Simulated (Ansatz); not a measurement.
Two members of one family ((LiF)n), computed with Ansatz in the gas phase. The two geometries come from different levels. Binding counts from free atoms in the multiplicity of their measured ground term, without zero-point energy. The structures are stationary points that may keep the symmetry of their start.

First: (LiF)2 ring (singlet, charge 0, r2SCAN-D4/def2-TZVP geometry).

```xyz
4

Li    0.183    0.161    1.093
F     1.098    0.659   -0.281
Li   -0.183   -0.161   -1.093
F    -1.098   -0.659    0.281
```

```
                level  HOMO (eV)  LUMO (eV)  gap (eV)  binding per atom (eV)
LDA (SPW92)/def2-TZVP      -7.06      -0.82      6.24                   4.01
      PBE-D4/def2-SVP      -6.27      -0.88      5.39                   3.67
       B3LYP-D4/6-31G      -8.03      -0.71      7.32                   3.51
     PBE0-D4/def2-SVP      -8.29      -0.33      7.95                   3.54
    PBE0-D4/def2-TZVP      -8.77      -0.35      8.42                   3.47
```

Second: (LiF)4 cube (singlet, charge 0, r2SCAN-D4/def2-SVP geometry).

```xyz
8

Li   -1.372    0.090    0.576
F    -0.439    1.578    0.126
Li    0.014    0.630   -1.351
F    -1.058   -0.786   -0.981
Li    0.399   -1.432   -0.115
F    -0.015   -0.695    1.488
Li    0.960    0.714    0.890
F     1.512   -0.098   -0.635
```

Estimate how these quantities change from the first to the second (second minus first).


```json
{"level": "LDA (SPW92)/def2-TZVP", "Δ HOMO (eV)": "-0.63", "Δ LUMO (eV)": "0.12", "Δ gap (eV)": "0.74", "Δ binding per atom (eV)": "0.34"}
{"level": "PBE-D4/def2-SVP", "Δ HOMO (eV)": "-0.82", "Δ LUMO (eV)": "0.11", "Δ gap (eV)": "0.94", "Δ binding per atom (eV)": "0.39"}
{"level": "B3LYP-D4/6-31G", "Δ HOMO (eV)": "-0.95", "Δ LUMO (eV)": "0.13", "Δ gap (eV)": "1.09", "Δ binding per atom (eV)": "0.42"}
{"level": "PBE0-D4/def2-SVP", "Δ HOMO (eV)": "-0.85", "Δ LUMO (eV)": "0.13", "Δ gap (eV)": "0.98", "Δ binding per atom (eV)": "0.40"}
{"level": "PBE0-D4/def2-TZVP", "Δ HOMO (eV)": "-0.61", "Δ LUMO (eV)": "0.19", "Δ gap (eV)": "0.80", "Δ binding per atom (eV)": "0.31"}
```
